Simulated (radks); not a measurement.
Values are calculated unless marked as measured or tabulated.
The ytterbium ion Yb+ inside a hard spherical wall (all orbitals vanish at R), configuration held at [Xe] 4f14 6s1 and not refilled when levels cross. Level of theory: scalar-relativistic Kohn-Sham, PBE, spin-polarised, spherical densities, finite nucleus; open shells are filled with parallel spins first (spin-orbit coupling, left out, can overturn this in heavy ions); Fermi nuclear charge, rms radius 5.3108 fm (a radial shooting solver on a logarithmic mesh with Libxc functionals). Eigenvalues in eV for spin up, with the zero of energy where the potential of the charges vanishes at infinity; a dash marks a level that is unbound or too diffuse for the functional's potential to be trusted. A positive occupied level is held by the wall or, in an anion where self-interaction has pushed it up, behind a barrier. The pressure on the wall is -dE/dV.

R (bohr)  E (hartree)  kinetic (hartree)    e(5s)    e(5p)   e(4f)   e(6s)  e(5d, empty)  e(6p, empty)  pressure (GPa)
free      -14057.9086          15315.854  -61.715  -34.259  -9.730  -9.625        -6.720        -5.817               0
20        -14057.9086          15315.854  -61.715  -34.259  -9.730  -9.625        -6.720        -5.817        < 0.0001
12        -14057.9086          15315.854  -61.714  -34.258  -9.729  -9.624        -6.718        -5.807        0.000252
10        -14057.9085          15315.857  -61.701  -34.246  -9.717  -9.613        -6.705        -5.745         0.00586
7         -14057.8999          15315.923  -61.419  -33.972  -9.437  -9.248        -6.382        -4.739           0.504
6         -14057.8800          15316.036  -61.033  -33.606  -9.048  -8.548        -5.893        -3.281            2.18
5         -14057.8157          15316.338  -60.232  -32.858  -8.208  -6.556        -4.732         0.278            10.4
3.5       -14057.2379          15318.857  -56.286  -29.079  -3.633   7.424         1.871        20.807             195
2.5       -14053.9826          15332.493  -43.312  -14.633  12.195  59.632        24.327        85.266            3010
2         -14045.9870          15362.521  -20.002   13.303  37.386  150.13        63.183        187.73           16800
